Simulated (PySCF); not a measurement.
**Correlation energy of Xe⁺ (xenon, charge +1)**

[Kr] 4d10 5s2 5p5, 2P determinant. Computed with PySCF 2.14 in aug-cc-pVQZ-DK3 (9s8p6d3f2g, 102 functions), with scalar relativity by spin-free X2C-1e. Frozen: [Kr] 4d10; 7 electrons correlated.

MP2 pair energies summed by pair of shells (mhartree):

| pair | energy | share (%) |
| --- | --- | --- |
| 5p-5p | -81.38 | 61.3 |
| 5s-5p | -44.12 | 33.2 |
| 5s-5s | -7.30 | 5.5 |

Total MP2 correlation energy: -132.80 mhartree.

Same-spin part -27.47 and opposite-spin part -105.33 mhartree; SCS-MP2 scales them by 1/3 and 6/5 to -135.55 mhartree.
